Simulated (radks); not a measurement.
Spherical quantum dot in the effective-mass picture: electrons in a parabolic well V = omega^2 r^2 / 2 with omega = 0.0704, with a point charge +2 (a donor) at the centre, all in effective atomic units (hartree* = m*/eps^2 hartree, bohr* = eps/m* bohr), one dielectric constant everywhere. Calculated with a radial shooting solver with Libxc functionals: non-relativistic Kohn-Sham, LDA (Slater exchange, Perdew-Wang correlation), spin-polarised, spherical densities. Levels are named by radial order and angular momentum (1s, 1p, 1d, 2s, ...), and open shells are averaged over m. Results are scaled to m* = 0.036 and eps = 14, for which hartree* = 4.998 meV and bohr* = 20.58 nm.

N = 23, configuration 1s2 1p6 1d10 2s2 1f(up 3, down 0). This is the lowest configuration that the search found (a dilute case). Occupied levels:

| level | occupation | eigenvalue (meV) | <r> (nm) |
|---|---|---|---|
| 1s down | 1 | 6.6314 | 19.81 |
| 1s up | 1 | 6.6325 | 19.80 |
| 2s up | 1 | 9.1799 | 213.0 |
| 2s down | 1 | 9.1931 | 203.6 |
| 1p up | 3 | 9.2375 | 236.3 |
| 1p down | 3 | 9.2561 | 230.4 |
| 1d up | 5 | 9.3238 | 259.2 |
| 1d down | 5 | 9.3470 | 257.1 |
| 1f up | 3 | 9.4270 | 273.9 |

Energy (meV): total 101.940, kinetic 17.671, external -11.756, Hartree 111.49, exchange-correlation -15.469.
